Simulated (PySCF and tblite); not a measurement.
Results of a calculation; reference values are marked as such.
System: C6H10S2, numbered as in [CH2:1]1[S:2][CH2:3][C@@H:4]([CH:5]2[CH2:6][CH2:7]2)[S:8]1.

The path came from a restrained scan, a climbing-image band and a saddle search at GFN2-xTB; energies are revPBE/pcSseg-1 + D3(BJ)//GFN2-xTB, thermal terms GFN2-xTB. Rate constants are transition-state-theory values, counting equivalent paths, without tunnelling. Run with tblite and PySCF.

Q: How high is the barrier to the rotation about the C4–C5 bond (torsion C3–C4–C5–C6 from -166° to -53°, rising), through which structure does it pass, and what rate follows at 298 K?

A: The electronic barrier is 4.2 kcal/mol and ΔG‡(298 K) 5.0 kcal/mol, over a C1 saddle with an imaginary mode of 73i cm⁻¹ (GFN2-xTB). With 1 equivalent path, k is 1.3×10⁹ s⁻¹, a mean lifetime of the start of 780 ps against this motion. The end lies 1.9 kcal/mol above the start in free energy.
